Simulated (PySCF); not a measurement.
C5H13GaO3, SMILES C[O][Ga]([O]C)[O]C(C)C (GFN2-xTB optimised geometry):

```
22

Ga     0.358    -0.284     0.000
O      2.131    -0.284     0.000
C      3.027    -1.380    -0.016
H      3.643    -1.314    -0.917
H      3.667    -1.318     0.868
H      2.509    -2.342    -0.011
O     -0.438     1.302     0.000
C      0.154     2.588     0.001
H      1.245     2.543     0.009
H     -0.173     3.123    -0.894
H     -0.185     3.125     0.891
O     -0.485    -1.841     0.008
C     -1.881    -2.035    -0.070
C     -2.419    -1.556    -1.413
C     -2.597    -1.342     1.083
H     -2.012    -3.125     0.013
H     -2.234    -0.482    -1.492
H     -3.486    -1.748    -1.493
H     -1.901    -2.064    -2.224
H     -2.204    -1.701     2.032
H     -2.411    -0.270     1.006
H     -3.667    -1.530     1.043
```

Computed with PBE0/def2-SVP run with PySCF.

Question: What are the frontier orbital energies and the dipole moment?

Answer: HOMO-2 -7.91 eV, HOMO-1 -7.63 eV, HOMO -7.53 eV, LUMO -0.35 eV, LUMO+1 0.53 eV; dipole moment 0.30 D.

On the same geometry PBE/def2-SVP (PySCF) gives HOMO-2 -6.33 eV, HOMO-1 -6.02 eV, HOMO -5.90 eV, LUMO -1.32 eV, LUMO+1 -0.27 eV; dipole moment 0.29 D.

Meta-Löwdin charges at PBE0/def2-SVP: Ga1 0.97, O2 -0.56, C3 -0.07, H4 0.10, H5 0.10, H6 0.09, O7 -0.56, C8 -0.07, H9 0.09, H10 0.10, H11 0.10, O12 -0.56, C13 0.17, C14 -0.31, C15 -0.31, H16 0.09, H17 0.10, H18 0.10, H19 0.10, H20 0.10, H21 0.11, H22 0.10.
